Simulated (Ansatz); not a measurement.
`CO[SiH2]CF`. Charge 0, multiplicity 1. The geometry is a stationary point of PBE0-D4/def2-TZVP. It is one conformer, not always the lowest.

```xyz
12

C     0.625    1.475   -1.045
O     0.763    0.070   -1.063
Si    0.574   -0.877    0.259
C    -1.228   -0.964    0.822
F    -1.663    0.293    1.246
H     1.001    1.865   -1.992
H     1.203    1.924   -0.229
H    -0.422    1.770   -0.931
H     1.385   -0.354    1.393
H     1.001   -2.245   -0.126
H    -1.888   -1.293    0.012
H    -1.349   -1.666    1.655
```

What is the dipole moment at ωB97M-V/def2-TZVPP? (Best estimate.)

Computed: 0.39 D, with components (0.10, -0.37, -0.10) D in this frame, pointing from negative to positive charge.

And with PBE, r2SCAN, B3LYP? (Estimate.)

Computed: PBE 0.33 D, r2SCAN 0.37 D, B3LYP 0.41 D.

Give the Mulliken charges with ωB97M-V, B3LYP, PBE in def2-TZVPP. (Estimate.)

The calculation gave: 
| atom | ωB97M-V | B3LYP | PBE |
| --- | --- | --- | --- |
| C1 | -0.18 | -0.13 | -0.14 |
| O2 | -0.38 | -0.39 | -0.32 |
| Si3 | 0.39 | 0.47 | 0.38 |
| C4 | -0.09 | -0.03 | -0.04 |
| F5 | -0.25 | -0.26 | -0.22 |
| H6 | 0.13 | 0.11 | 0.11 |
| H7 | 0.11 | 0.10 | 0.09 |
| H8 | 0.12 | 0.11 | 0.10 |
| H9 | -0.04 | -0.09 | -0.08 |
| H10 | -0.03 | -0.08 | -0.07 |
| H11 | 0.11 | 0.09 | 0.09 |
| H12 | 0.11 | 0.09 | 0.09 |

B3LYP here is the variant with VWN-RPA as its local correlation; programs differ in this.
